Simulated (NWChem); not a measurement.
System: C₄H₇B; SMILES C=CBC=C

Excerpt of the output:

```
             Northwest Computational Chemistry Package (NWChem) 7.3.0
             --------------------------------------------------------

 C1  symmetry detected

                             Geometry "geometry" -> ""
                             -------------------------

 Output coordinates in angstroms (scale by  1.889725989 to convert to a.u.)

  No.       Tag          Charge          X              Y              Z
 ---- ---------------- ---------- -------------- -------------- --------------
    1 B                    5.0000    -0.80583670     0.03371055     0.06057737
    2 H                    1.0000    -1.89107392     0.39521942     0.32177921
    3 C                    6.0000    -0.52695032    -1.48234182    -0.10150036
    4 C                    6.0000     0.65364170    -2.06947482     0.09174042
    5 H                    1.0000    -1.35985611    -2.13459679    -0.34917550
    6 H                    1.0000     0.79851389    -3.13680664     0.00999499
    7 H                    1.0000     1.52812459    -1.50310258     0.37106255
    8 C                    6.0000     0.31957804     1.08226961    -0.12095977
    9 C                    6.0000     0.14117700     2.39289114     0.04790583
   10 H                    1.0000     1.31523815     0.75764925    -0.40689439
   11 H                    1.0000     0.93338800     3.11676582    -0.07913274
   12 H                    1.0000    -0.81982962     2.79625409     0.32636236

 Effective nuclear repulsion energy (a.u.)     135.9048931893

                                Z-matrix (autoz)
                                --------

 Units are Angstrom for bonds and degrees for angles

      Type          Name      I     J     K     L     M      Value
      ----------- --------  ----- ----- ----- ----- ----- ----------
    1 Stretch                  1     2                       1.17331
    2 Stretch                  1     3                       1.54999
    3 Stretch                  1     8                       1.54887
    4 Stretch                  3     4                       1.33262
    5 Stretch                  3     5                       1.08651
    6 Stretch                  4     6                       1.08022
    7 Stretch                  4     7                       1.07867
    8 Stretch                  8     9                       1.33344
    9 Stretch                  8    10                       1.08558
   10 Stretch                  9    11                       1.08062
   11 Stretch                  9    12                       1.07878
   12 Bend                     1     3     4               125.11222
   13 Bend                     1     3     5               118.23455
   14 Bend                     1     8     9               123.59664
   15 Bend                     1     8    10               119.66014
   16 Bend                     2     1     3               119.41064
   17 Bend                     2     1     8               119.31234
   18 Bend                     3     1     8               121.27659
   19 Bend                     3     4     6               122.89987
   20 Bend                     3     4     7               121.63026
   21 Bend                     4     3     5               116.59601
   22 Bend                     6     4     7               115.44685
   23 Bend                     8     9    11               123.05452
   24 Bend                     8     9    12               121.29049
   25 Bend                     9     8    10               116.74218
   26 Bend                    11     9    12               115.65485
   27 Torsion                  1     3     4     6         177.28472
   28 Torsion                  1     3     4     7          -0.88986
   29 Torsion                  1     8     9    11         179.87160
   30 Torsion                  1     8     9    12           0.01472
   31 Torsion                  2     1     3     4        -153.99180
   32 Torsion                  2     1     3     5          23.15585
   33 Torsion                  2     1     8     9           2.38451
   34 Torsion                  2     1     8    10        -177.23172
   35 Torsion                  3     1     8     9        -177.85319
   36 Torsion                  3     1     8    10           2.53058
   37 Torsion                  4     3     1     8          26.24613
   38 Torsion                  5     3     1     8        -156.60622
   39 Torsion                  5     3     4     6           0.09504
   40 Torsion                  5     3     4     7        -178.07954
   41 Torsion                 10     8     9    11          -0.50182
   42 Torsion                 10     8     9    12         179.64129

                           NWChem Geometry Optimization
                           ----------------------------

 maximum gradient threshold         (gmax) =   0.000450
 rms gradient threshold             (grms) =   0.000300
 maximum cartesian step threshold   (xmax) =   0.001800
 rms cartesian step threshold       (xrms) =   0.001200
 fixed trust radius                (trust) =   0.300000
 source of zmatrix                         =   autoz

          -------------------
          Energy Minimization
          -------------------

 Using diagonal initial Hessian
 Scaling for Hessian diagonals: bonds = 1.00  angles = 0.25  torsions = 0.10

          --------
          Step   0

[...]

      ----------------------
      Optimization converged
      ----------------------

  Step       Energy      Delta E   Gmax     Grms     Xrms     Xmax
  ---- ---------------- -------- -------- -------- -------- --------
@   18    -181.06589691 -1.1D-07  0.00002  0.00001  0.00041  0.00127
                                     ok       ok       ok       ok

                                Z-matrix (autoz)
                                --------

 Units are Angstrom for bonds and degrees for angles

[...]

 Rotational Constants
 --------------------
 A=   0.563570 cm-1  (  0.810833 K)
 B=   0.085258 cm-1  (  0.122665 K)
 C=   0.074055 cm-1  (  0.106546 K)

 Temperature                      =   298.15K
 frequency scaling parameter      =   1.0000

 Zero-Point correction to Energy  =   61.343 kcal/mol  (  0.097756 au)
 Thermal correction to Energy     =   65.331 kcal/mol  (  0.104112 au)
 Thermal correction to Enthalpy   =   65.924 kcal/mol  (  0.105056 au)

 Total Entropy                    =   78.179 cal/mol-K
   - Translational                =   38.465 cal/mol-K (mol. weight =  66.0641)
   - Rotational                   =   25.608 cal/mol-K (symmetry #  =        1)
   - Vibrational                  =   14.106 cal/mol-K

 Cv (constant volume heat capacity) =   21.214 cal/mol-K
   - Translational                  =    2.979 cal/mol-K
   - Rotational                     =    2.979 cal/mol-K
   - Vibrational                    =   15.256 cal/mol-K

[normal modes left out]

 ----------------------------------------------------------------------------
 Normal Eigenvalue ||           Projected Infra Red Intensities
  Mode   [cm**-1]  || [atomic units] [(debye/angs)**2] [(KM/mol)] [arbitrary]
 ------ ---------- || -------------- ----------------- ---------- -----------
    1       -0.000 ||    0.000085           0.002         0.083       0.038
    2       -0.000 ||    0.000754           0.017         0.735       0.339
    3        0.000 ||    0.000584           0.013         0.569       0.262
    4        0.000 ||    0.000011           0.000         0.011       0.005
    5        0.000 ||    0.000092           0.002         0.090       0.041
    6        0.000 ||    0.000001           0.000         0.001       0.000
    7       55.963 ||    0.000000           0.000         0.000       0.000
    8      118.880 ||    0.001856           0.043         1.809       0.833
    9      185.408 ||    0.000269           0.006         0.262       0.121
   10      331.819 ||    0.000110           0.003         0.107       0.049
   11      474.792 ||    0.000987           0.023         0.963       0.443
   12      531.637 ||    0.001418           0.033         1.382       0.637
   13      557.251 ||    0.002625           0.061         2.559       1.179
   14      853.707 ||    0.009210           0.212         8.978       4.135
   15      889.926 ||    0.042918           0.990        41.839      19.270
   16      955.668 ||    0.010637           0.245        10.369       4.776
   17     1002.498 ||    0.020344           0.469        19.832       9.134
   18     1016.570 ||    0.021935           0.506        21.383       9.849
   19     1021.295 ||    0.041635           0.961        40.588      18.694
   20     1049.077 ||    0.002490           0.057         2.428       1.118
   21     1060.057 ||    0.017631           0.407        17.188       7.916
   22     1095.861 ||    0.004878           0.113         4.756       2.190
   23     1217.010 ||    0.087061           2.009        84.872      39.090
   24     1298.998 ||    0.002799           0.065         2.728       1.257
   25     1321.539 ||    0.023720           0.547        23.123      10.650
   26     1427.332 ||    0.013604           0.314        13.262       6.108
   27     1439.329 ||    0.124937           2.882       121.795      56.095
   28     1677.144 ||    0.012994           0.300        12.668       5.834
   29     1689.546 ||    0.130421           3.009       127.140      58.557
   30     2579.011 ||    0.154654           3.568       150.764      69.438
   31     3138.452 ||    0.015699           0.362        15.304       7.048
   32     3143.410 ||    0.016266           0.375        15.857       7.303
   33     3154.050 ||    0.012115           0.280        11.811       5.440
   34     3162.750 ||    0.009648           0.223         9.406       4.332
   35     3240.427 ||    0.008221           0.190         8.014       3.691
   36     3241.147 ||    0.009194           0.212         8.963       4.128
 ----------------------------------------------------------------------------
```

Level: PBE0/def2-SVP. 

Problem. Reconstruct the input file.

Solution. One answer among several that fit: the input that was run:
```
start job
memory heap 200 mb stack 900 mb global 1100 mb
geometry units angstroms
  B     -0.625827     0.280757     0.395584
  H     -1.434535     1.004661     0.841240
  C     -0.277275    -1.027785     1.149700
  C      0.886751    -1.671634     1.069909
  H     -1.014762    -1.439042     1.833434
  H      1.106896    -2.559293     1.644770
  H      1.687462    -1.316826     0.440233
  C      0.069014     0.649391    -0.938693
  C     -0.164705     1.780946    -1.604298
  H      0.784991    -0.037485    -1.379209
  H      0.326740     2.030238    -2.533850
  H     -0.866577     2.512798    -1.236138
end
basis spherical
  * library def2-svp
end
dft
  xc pbe0
  iterations 150
end
driver
  maxiter 120
end
task dft optimize
task dft freq
```
